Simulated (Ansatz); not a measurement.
Geometry optimisation, Ansatz, RKS BHLYP-D4/def2-SVP.

Input:

```yaml
crystal:
  periodic: [false, false, false]
  atoms:
    - { symbol: Ge, position_ang: [-0.132258, 0.197849, 0.068606] }
    - { symbol: O, position_ang: [-0.228737, 0.250573, 1.81965] }
    - { symbol: H, position_ang: [-0.923855, -0.274633, 2.212973] }
    - { symbol: F, position_ang: [1.519627, 0.253478, -0.365749] }
    - { symbol: H, position_ang: [-0.819785, 1.345438, -0.634535] }
    - { symbol: F, position_ang: [-0.809143, -1.275231, -0.495862] }
    - { symbol: "N", position_ang: [1.434123, -2.220824, 1.263427] }
    - { symbol: H, position_ang: [0.647375, -2.549774, 0.726165] }
    - { symbol: H, position_ang: [2.082404, -1.772708, 0.634521] }
    - { symbol: H, position_ang: [1.104349, -1.510368, 1.929004] }
basis:
  gaussian: { orbitals: def2-SVP }
hamiltonian:
  xc: { name: BHLYP }
  dispersion: d4
relax:
  f_tol: 0.03
  max_steps: 50
```

Launched with:

```bash
$ ansatz run input.yaml --threads 4 --pin off --max-ram 5120MiB --backend cpu --events-out ev --progress --plain --runs-dir out
```

Where does it end, and by what steps?

It converged. The force dipped under the threshold on the way, but the program's further checks kept it going. After 22 steps the energy has fallen by 0.141 eV; H3 moved furthest, 1.01 Å.

| step | energy less start (eV) | largest force component (eV/Å) | accepted |
| --- | --- | --- | --- |
| 0 | 0.0000 | 0.716 | yes |
| 1 | -0.0610 | 0.290 | yes |
| 2 | -0.0590 | 0.353 | no |
| 3 | -0.0683 | 0.074 | yes |
| 4 | -0.0695 | 0.063 | yes |
| 5 | -0.0705 | 0.068 | yes |
| 6 | -0.0693 | 0.305 | no |
| 7 | -0.0713 | 0.023 | yes |
| 8 | -0.0724 | 0.479 | yes |
| 9 | -0.0827 | 0.312 | yes |
| 10 | -0.0833 | 0.280 | yes |
| 11 | -0.0903 | 0.287 | yes |
| 12 | -0.0973 | 0.366 | yes |
| 13 | -0.0998 | 0.635 | yes |
| 14 | -0.1157 | 0.224 | yes |
| 15 | -0.1265 | 0.155 | yes |
| 16 | -0.1075 | 1.026 | no |
| 17 | -0.1343 | 0.056 | yes |
| 18 | -0.1380 | 0.214 | yes |
| 19 | -0.1401 | 0.014 | yes |
| 20 | -0.1405 | 0.018 | yes |
| 21 | -0.1403 | 0.067 | no |
| 22 | -0.1406 | 0.009 | yes |

```xyz
10
Properties=species:S:1:pos:R:3
Ge -0.304 0.353 -0.095
O -0.458 0.264 1.623
H 0.033 -0.484 1.971
F 1.370 0.393 -0.485
H -1.044 1.512 -0.710
F -0.807 -1.148 -0.763
N 1.394 -2.278 1.379
H 0.552 -2.460 0.857
H 1.901 -1.490 1.011
H 1.237 -2.218 2.371
```

Whether the end is a true minimum wasn't checked by a vibrational analysis.

The run took 49 s on 4 threads of Arm Neoverse V2, on a shared host, peak memory 0.27 GiB.
